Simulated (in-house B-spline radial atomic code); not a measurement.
Whole-atom quantities along the 67-electron series, configuration [Xe] 4f13. Computed with an all-electron radial atomic-structure program (B-spline basis): non-relativistic Hartree-Fock, average of the configuration, point nuclei.

This level leaves out relativity, spin-orbit splitting included, which matters for heavy ions.

```
 ion   Z  E/Z² (Eh)  Σ<r²> (bohr²)  n(0)/Z³ (bohr⁻³)  Lamb diamagnetic shielding (ppm)  repulsion over attraction
Tm2+  69    -2.7178         36.945           0.71375                           7918.08                     0.1592
Yb3+  70    -2.7326          33.09           0.71417                            8068.5                    0.15836
Lu4+  71    -2.7472         30.009           0.71459                           8218.32                    0.15743
Hf5+  72          ?              ?                 ?                                 ?                          ?
Ta6+  73          ?              ?                 ?                                 ?                          ?
 W7+  74    -2.7895         23.454            0.7158                            8665.5                    0.15431
```

**Question.** Fill in the row of Hf5+.

**Answer.** E/Z² (Eh): -2.7616; Σ<r²> (bohr²): 27.462; n(0)/Z³ (bohr⁻³): 0.715; Lamb diamagnetic shielding (ppm): 8367.71; repulsion over attraction: 0.15643.

**Question.** Fill in the row of Ta6+.

**Answer.** E/Z² (Eh): -2.7757; Σ<r²> (bohr²): 25.307; n(0)/Z³ (bohr⁻³): 0.71541; Lamb diamagnetic shielding (ppm): 8516.74; repulsion over attraction: 0.15539.

**Question.** With what power of Z does the column «Σ<r²> (bohr²)» change over this range?

**Answer.** A fit of the logarithm of its size against log Z from Z = 69 to 74 has slope -6.47. Unscreened non-relativistic hydrogenic orbitals would give -2.
